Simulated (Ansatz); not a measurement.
```yaml
crystal:
  periodic: [false, false, false]
  atoms:
    - {symbol: F, position_ang: [-0.804580, -1.330737, -0.354702]}
    - {symbol: C, position_ang: [-0.504308, -0.651168, -0.214167]}
    - {symbol: C, position_ang: [-0.663209, 0.050333, -0.580158]}
    - {symbol: F, position_ang: [-1.088917, 0.184115, -1.346026]}
    - {symbol: C, position_ang: [-0.011901, 0.798766, -0.355398]}
    - {symbol: F, position_ang: [-0.394537, 1.585841, -0.088352]}
    - {symbol: F, position_ang: [0.602441, 0.886714, -1.031559]}
    - {symbol: C, position_ang: [0.502726, 0.332173, 0.420155]}
    - {symbol: F, position_ang: [0.185464, 0.597164, 1.290240]}
    - {symbol: F, position_ang: [1.428159, 0.413927, 0.441931]}
    - {symbol: C, position_ang: [0.268922, -0.724658, 0.381809]}
    - {symbol: F, position_ang: [-0.007019, -1.060703, 1.111468]}
    - {symbol: H, position_ang: [0.758024, -1.122798, 0.190609]}
basis:
  gaussian: {orbitals: def2-SVP}
hamiltonian: {xc: {name: SVWN5}}
output: {forces: true}
```

```sh
$ ansatz run in.yaml --threads 4 --pin off --events-out ev --progress --plain --max-ram 66560MiB --backend cpu
```

Shortened log:

```
Functional definition: SVWN5
1884 factors; their error is unknown
mean field evaluation 1: about -23774.7542 eV, gradient 1.9e2 eV
mean field evaluation 2: about -23472.2931 eV, gradient 4.2e2 eV
mean field evaluation 4: about -23826.4779 eV, gradient 2.3e1 eV
mean field evaluation 8: about -23827.1726 eV, gradient 1.1e-1 eV
mean field evaluation 16: about -23827.0302 eV, gradient 2.4e-3 eV
mean field -23827.03024727 eV, -875.6272110459 hartree, gradient 7.4e-5 eV, S^2 0.000000; 0 other end points of the search recorded, 0 dependent functions left out
reference -23827.03027049 eV, -875.6272118992 hartree; 47, 47 occupied and 126, 126 virtual orbitals, 1884 factors
Total energy: -23827.03027049 eV, -875.6272118992 hartree
Atom 0 at    -0.804580    -1.330737    -0.354702 Å, force  -104.451940  -220.813385   -48.527528 eV/Å
Atom 1 at    -0.504308    -0.651168    -0.214167 Å, force    68.129514    59.342069    65.198427 eV/Å
Atom 2 at    -0.663209     0.050333    -0.580158 Å, force   -20.758781    88.328274    -5.618597 eV/Å
Atom 3 at    -1.088917     0.184115    -1.346026 Å, force   -58.928282    16.106268   -93.414249 eV/Å
Atom 4 at    -0.011901     0.798766    -0.355398 Å, force    -5.455263   -14.763924    11.641496 eV/Å
Atom 5 at    -0.394537     1.585841    -0.088352 Å, force   -42.563632    86.874870    25.422708 eV/Å
Atom 6 at     0.602441     0.886714    -1.031559 Å, force    63.564257    13.274924   -77.652032 eV/Å
Atom 7 at     0.502726     0.332173     0.420155 Å, force   -11.164038   -11.033272    -0.419731 eV/Å
Atom 8 at     0.185464     0.597164     1.290240 Å, force   -27.568111    26.571502    67.863686 eV/Å
Atom 9 at     1.428159     0.413927     0.441931 Å, force    93.592127    11.724640    -1.235321 eV/Å
Atom 10 at     0.268922    -0.724658     0.381809 Å, force    39.263407    41.350108   -48.085980 eV/Å
Atom 11 at    -0.007019    -1.060703     1.111468 Å, force   -40.849858   -63.325017   128.318098 eV/Å
Atom 12 at     0.758024    -1.122798     0.190609 Å, force    47.190601   -33.637057   -23.490977 eV/Å
Dipole moment:    -0.123321    -0.251098    -0.128721 e Å
```

Problem. Something in this input is off. What?

Solution. The geometry is squeezed to about two thirds of its size. The calculation finished and met its thresholds. The result belongs to that input, not to the molecule as meant.
